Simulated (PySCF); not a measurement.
## Correlation energy of Zr (zirconium, neutral)

[Kr] 4d2 5s2, high-spin 3F determinant. Calculation: PySCF 2.14, in aug-cc-pVTZ-DK (9s8p6d3f2g, 102 functions); the spin-free X2C one-electron Hamiltonian (Gaussian nucleus). Frozen: [Kr]; 4 electrons correlated.

```
  level  correlation energy (mhartree)
   CCSD                         -58.54
    (T)                          -3.18
CCSD(T)                         -61.72
```

Diagnostics: T1 = 0.031, D1 = 0.0758, largest double amplitude 0.053.

T1 exceeds 0.03, a sign that the reference determinant is poor.

Cost of the coupled-cluster step: about 17 core-seconds, for 4 correlated electrons.

Iterations:

```
CC2 = 0
CCSD nocc = (np.int64(3), np.int64(1)), nmo = (84, 84)
frozen orbitals [[0, 1, 2, 3, 4, 5, 6, 7, 8, 9, 10, 11, 12, 13, 14, 15, 16, 17], [0, 1, 2, 3, 4, 5, 6, 7, 8, 9, 10, 11, 12, 13, 14, 15, 16, 17]]
max_cycle = 100
direct = 0
conv_tol = 1e-08
conv_tol_normt = 1e-06
diis_space = 8
diis_start_cycle = 0
Init t2, MP2 energy = -0.0463729751906489
Init E_corr(UCCSD) = -0.0463729751931543
cycle = 1  E_corr(UCCSD) = -0.0529312543949399  dE = -0.0065582792  norm(t1,t2) = 0.06998
cycle = 2  E_corr(UCCSD) = -0.0557827058614181  dE = -0.00285145147  norm(t1,t2) = 0.0348624
cycle = 3  E_corr(UCCSD) = -0.0583222455770499  dE = -0.00253953972  norm(t1,t2) = 0.0194403
cycle = 4  E_corr(UCCSD) = -0.0584233737050916  dE = -0.000101128128  norm(t1,t2) = 0.00498748
cycle = 5  E_corr(UCCSD) = -0.0584980607864692  dE = -7.46870814e-05  norm(t1,t2) = 0.00263608
cycle = 6  E_corr(UCCSD) = -0.0585411538849554  dE = -4.30930985e-05  norm(t1,t2) = 0.00135932
cycle = 7  E_corr(UCCSD) = -0.0585279581186516  dE = 1.31957663e-05  norm(t1,t2) = 0.00047955
cycle = 8  E_corr(UCCSD) = -0.0585386305372567  dE = -1.06724186e-05  norm(t1,t2) = 0.00011666
cycle = 9  E_corr(UCCSD) = -0.0585346781253048  dE = 3.95241195e-06  norm(t1,t2) = 4.58394e-05
cycle = 10  E_corr(UCCSD) = -0.0585352918700105  dE = -6.13744706e-07  norm(t1,t2) = 2.05677e-05
cycle = 11  E_corr(UCCSD) = -0.0585351945398011  dE = 9.73302093e-08  norm(t1,t2) = 8.41759e-06
cycle = 12  E_corr(UCCSD) = -0.0585351941105906  dE = 4.29210542e-10  norm(t1,t2) = 3.22585e-06
cycle = 13  E_corr(UCCSD) = -0.0585351672303896  dE = 2.6880201e-08  norm(t1,t2) = 1.57185e-06
cycle = 14  E_corr(UCCSD) = -0.0585351766847292  dE = -9.45433955e-09  norm(t1,t2) = 5.90535e-07
UCCSD converged
E(UCCSD) = -3596.149773034977  E_corr = -0.05853517668472917
UCCSD(T) correction = -0.00318364851202995
```
